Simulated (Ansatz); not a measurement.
System: C$_{3}$H$_{5}$O$_{2}$ (charge 0, doublet). It need not be the lowest isomer of its formula. 
Coordinates optimised at B3LYP-D3(BJ)/def2-TZVP (Ansatz, a program for electronic structure):
```
O
C 1 1.3562
O 2 1.2158 1 123.26
C 1 1.4325 2 115.36 3 0.00
H 4 1.0864 1 105.68 2 -180.00
H 4 1.0899 5 110.61 1 119.68
H 4 1.0899 5 110.61 6 120.63
C 2 1.4421 3 124.72 1 180.00
H 8 1.0787 2 118.21 3 0.00
H 8 1.0795 9 120.74 2 -180.00
```
Charge 0, spin multiplicity 2.

Basis-set convergence of Hartree-Fock and MP2 correlation energies (hartree) with Ansatz. Cores are frozen in the correlated levels unless marked. Open shells are spin-unrestricted. Spin-orbit coupling is left out. No relativistic terms.

| basis | functions | E(HF) | E(corr, MP2) |
|---|---|---|---|
| cc-pVDZ | 95 | -266.23043 | -0.74040 |
| cc-pVTZ | 220 | … | … |

Task: What belongs in the gaps?

Result: 
- cc-pVTZ, E(HF): -266.30991
- cc-pVTZ, E(corr, MP2): -0.92945
